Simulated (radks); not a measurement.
The numbers below are computed, except where a source is named.
Initial-state core-level shifts of the iron ion Fe+ when its valence configuration changes from [Ar] 3d6 4s1. Level of theory: non-relativistic Kohn-Sham, SCAN, spin-unpolarised, spherical densities, point nucleus; meta-GGA in the generalised Kohn-Sham scheme (a radial shooting solver on a logarithmic mesh with Libxc functionals). Shifts are changes of the shell-averaged eigenvalues in eV (positive: less bound); the change of the density at the nucleus, which sets a Mossbauer isomer shift, is in e/bohr^3, on a base of 1.191e+04.

valence,1s,2p,3s,3p,density at nucleus
3d6 4s0.5 4p0.5,-0.757,-0.718,-0.757,-0.756,-2.702
3d6 4p1,-1.485,-1.404,-1.488,-1.486,-5.464
3d5 4s1 4p1,-8.557,-9.303,-8.168,-7.952,+2.829
3d6.5 4s0.5,+3.033,+3.355,+2.983,+2.896,-3.551
3d7,+5.736,+6.340,+5.698,+5.533,-6.646
3d4 4s1 4p2,-18.251,-19.981,-16.974,-16.511,+6.760
3d5.5 4s1 4p0.5,-4.122,-4.463,-3.986,-3.884,+1.232
3d5 4p2,-9.959,-10.643,-9.553,-9.331,-3.517
